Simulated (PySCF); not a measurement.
Predicted microwave data (PBE0-D3(BJ)/def2-SVP geometry optimisation, gas phase (PySCF 2.14.0)) for one isomer of C4H12GeO:

```
Rotational constants : A = 8139, B = 973.9, C = 900.6 MHz
Dipole components    : |μa| = 0.74 D, |μb| = 0.43 D, |μc| = 0.07 D
Inertial defect      : -19.88 u·Å²
κ                    : -0.98
```

Problem. Which candidate fits, each taken in the one conformer that was computed?
A. `[CH3:1][CH2:2][CH2:3][CH2:4][O:5][GeH3:6]` with C1–C2–C3–C4 178°, C2–C3–C4–O5 -62°, C3–C4–O5–Ge6 174°
B. `[CH3:1][CH2:2][O:3][GeH2:4][CH2:5][CH3:6]` with C1–C2–O3–Ge4 175°, C2–O3–Ge4–C5 -177°, O3–Ge4–C5–C6 175°
C. `[CH3:1][CH2:2][CH2:3][GeH2:4][O:5][CH3:6]` with C1–C2–C3–Ge4 -67°, C2–C3–Ge4–O5 -46°, C3–Ge4–O5–C6 177°

Solution. B. It is CC[O][GeH2][CH2]C, a near-prolate asymmetric top. The candidates at the same level (rigid rotor, commonest isotopes):

```csv
SMILES,A (MHz),B (MHz),C (MHz),μa (D),μb (D),μc (D),Δ (u·Å²),point group,rotor
CCCC[O][GeH3],8017,700.4,669.4,0.65,0.57,0.65,-29.58,C1,near-prolate asymmetric top
CC[CH2][GeH2][O]C,3443,1433,1190,0.23,0.59,0.38,-74.66,C1,asymmetric top
CC[O][GeH2][CH2]C,8139,973.9,900.6,0.74,0.43,0.07,-19.88,near Cs,near-prolate asymmetric top
```

`CC[CH2][GeH2][O]C` has A 58 % too low; `CCCC[O][GeH3]` has B 28 % too low. No structure here is proved a minimum.
